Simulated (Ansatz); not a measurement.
Input file for Ansatz (an electronic-structure program): R-r2SCAN/def2-TZVPP on CH5BO2 (SMILES COBO).

Ansatz 0.2 input:
```yaml
crystal:
  periodic: [false, false, false]
  atoms:
    - {symbol: C, position_ang: [-1.34465693, 0.20386993, -0.15498457]}
    - {symbol: O, position_ang: [0.04654688, 0.48971716, -0.20504107]}
    - {symbol: B, position_ang: [0.98572618, -0.39587376, 0.21768955]}
    - {symbol: O, position_ang: [2.30272325, -0.06596129, 0.14596988]}
    - {symbol: H, position_ang: [-1.75490919, 0.25829328, -1.16420528]}
    - {symbol: H, position_ang: [-1.53304801, -0.78976565, 0.25704548]}
    - {symbol: H, position_ang: [-1.83848487, 0.95093770, 0.46774533]}
    - {symbol: H, position_ang: [0.69084199, -1.46698494, 0.65524834]}
    - {symbol: H, position_ang: [2.44526074, 0.81576757, -0.21946767]}
basis:
  gaussian:
    orbitals: def2-TZVPP
hamiltonian:
  xc: {name: r2SCAN}
scf: {lower_state_search: off}
```

The log:

```
WARN ansatz: RAYON_NUM_THREADS=1 ignored (pool sized by the plan → 1); use --threads N
Functional definition: r2SCAN
these checks for a lower state are left out or cut short: stability, starts, cluster_reference, orbital_swaps, neighbouring_geometries, increment
integrals: 0.08 GiB planned
946 factors; their error is unknown
mean field: 0.72 GiB planned
mean field evaluation 1: about -5881.9373 eV, gradient 7.0e1 eV
mean field evaluation 2: about -5869.7003 eV, gradient 1.1e2 eV
mean field evaluation 4: about -5890.5567 eV, gradient 4.6e0 eV
mean field evaluation 8: about -5890.6018 eV, gradient 2.7e-1 eV
mean field evaluation 16: about -5890.5843 eV, gradient 2.8e-5 eV
mean field -5890.58428803 eV, -216.4749798037 hartree, gradient 7.7e-6 eV, S^2 0.000000; 0 other end points of the search recorded, 0 dependent functions left out
reference -5890.58429999 eV, -216.4749802432 hartree; 16, 16 occupied and 178, 178 virtual orbitals, 946 factors
Total energy: -5890.58429999 eV, -216.4749802432 hartree
Checks for a lower state left out: stability, starts, cluster_reference, orbital_swaps, neighbouring_geometries, increment
```

The calculation finished and met its thresholds.

Cost: around 2.2 core-seconds (rough).
